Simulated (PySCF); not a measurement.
## Electronic structure of Cd(3+) (cadmium, charge +3) at the r2SCAN level

Configuration: [Kr] 4d9, 2D determinant. Computed with PySCF 2.14 in x2c-QZVPPall (13s8p7d4f2g, 118 functions), with the spin-free X2C one-electron Hamiltonian (Gaussian nucleus).

```json
{"Total energy": "-5591.70 hartree", "One-electron energy": "-7645.82 hartree", "Hartree (Coulomb) energy": "2209.13 hartree", "Exchange-correlation energy": "-155.01 hartree", "⟨S²⟩": "0.7511", "⟨L²⟩": "6.011", "Sum of ⟨r⟩": "25.42 bohr", "Sum of ⟨r²⟩": "25.74 bohr²", "Traceless quadrupole moment −½Σ⟨3z² − r²⟩ along its main axis": "-0.423 e·bohr²", "Langevin diamagnetic susceptibility": "-20.4 ×10⁻⁶ cm³/mol"}
```

| shell | electrons | mean orbital energy (hartree) | spread (hartree) | rms radius, mean of both spins (bohr) |
| --- | --- | --- | --- | --- |
| 1s β | 1 | -976.25700 | 0 | 0.0349 |
| 1s α | 1 | -976.25686 | 0 | 0.0349 |
| 2s α | 1 | -146.62599 | 0 | 0.143 |
| 2s β | 1 | -146.61398 | 0 | 0.143 |
| 2p α | 3 | -131.66242 | 0.01640 | 0.127 |
| 2p β | 3 | -131.65355 | 0.00632 | 0.127 |
| 3s α | 1 | -28.63112 | 0 | 0.382 |
| 3s β | 1 | -28.62797 | 0 | 0.382 |
| 3p α | 3 | -23.67555 | 0.03000 | 0.384 |
| 3p β | 3 | -23.67113 | 0.02583 | 0.384 |
| 3d α | 5 | -15.91000 | 0.03580 | 0.365 |
| 3d β | 5 | -15.90090 | 0.02759 | 0.365 |
| 4s α | 1 | -5.32057 | 0 | 0.935 |
| 4s β | 1 | -5.27292 | 0 | 0.935 |
| 4p α | 3 | -3.85171 | 0.06439 | 1.02 |
| 4p β | 3 | -3.80365 | 0.01013 | 1.02 |
| 4d α | 5 | -1.71559 | 0.07778 | 1.30 |
| 4d β | 4 | -1.68047 | 0.05311 | 1.30 |

Densities and radii are taken from the X2C orbitals without a picture-change correction, which distorts them close to the nucleus.
